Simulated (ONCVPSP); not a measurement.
## tin (Sn): one change to an ONCV potential, before and after

tin, optimised norm-conserving Vanderbilt (ONCV), made with ONCVPSP 4.0.1 (LDA (Perdew-Wang 92), scalar-relativistic). Core [Kr], reference 4d10 5s2 5p2. Waves: 5s: rc 1.85 bohr, ncon 4, nbas 8, qcut 3.2 1/bohr, 1 projector; 5p: rc 1.85 bohr, ncon 4, nbas 7, qcut 3.8 1/bohr, 2 projectors, debl 3.4 Ha; 4d: rc 1.70 bohr, ncon 5, nbas 10, qcut 8.8 1/bohr, 3 projectors, debl 3.1 Ha. Local part: polynomial inside 1.50 bohr (lpopt 5, dvloc0 6 Ha). Core correction: Teter function, parameters optimised by the program.

All-electron outer shells of the reference configuration (LDA (PZ), scalar-relativistic, ld1.x):

```
shell  level (eV)  outermost node (bohr)  outermost maximum (bohr)
   4s     -133.65                   0.40                      0.74
   4p      -89.56                   0.41                      0.79
   4d      -25.90                   0.39                      0.88
   5s      -10.81                   0.98                      2.01
   5p       -3.87                   1.09                      2.55
```

Change: p: rc 2.18.

Cutoffs: the cutoffs (Ha) at which the residual kinetic energy of the hardest occupied pseudo-wave falls to 1 and 0.1 mHa per electron; they do not see the model core or the augmentation charge, which bear on the density cutoff. Errors are all-electron minus pseudo energies relative to the spin-unpolarised reference configuration.

What does the change do?

The potential gets neither clearly harder nor softer (32 Ha and 41 Ha → 32 Ha and 36 Ha); the d channel sets the loose cutoff, while the largest relative change is in p, which becomes softer; of the 4 tests that both files solve, the error grows in 1 and shrinks in 1 by more than 15 % and 0.3 meV (median size 5.7 → 4.7 meV); neither file shows a bound ghost.

```csv
quantity,base,changed
"cutoff, loose",32 Ha,32 Ha
"cutoff, tight",41 Ha,36 Ha
loose cutoff by channel,"s 8.3 Ha, p 20 Ha, d 32 Ha","s 8.3 Ha, p 5.3 Ha, d 32 Ha"
bound ghosts,none,none
GHOST(+) flags under 300 eV,none,none
"error for 4d10 5s2 5p1, meV [ΔE 7.09 eV]",-0.9,-1.1
"error for 4d10 5s2 5p0, meV [ΔE 21.35 eV]",-1.7,-2.1
"error for 4d10 5s1 5p0, meV [ΔE 52.80 eV]",-9.7,-7.3
"error for 4d9 5s2 5p2, meV [ΔE 32.77 eV]",-114,-131
s: phases at 1.88 bohr within 0.05 rad from the reference energy up to (Ha; the scan ends near 5),0.6,0.6
d: phases at 1.73 bohr within 0.05 rad from the reference energy up to (Ha; the scan ends near 5),to the end of the scan,to the end of the scan
"rms error of d²Exc/dni dnj with the model core, mHa",0.06,0.09
```
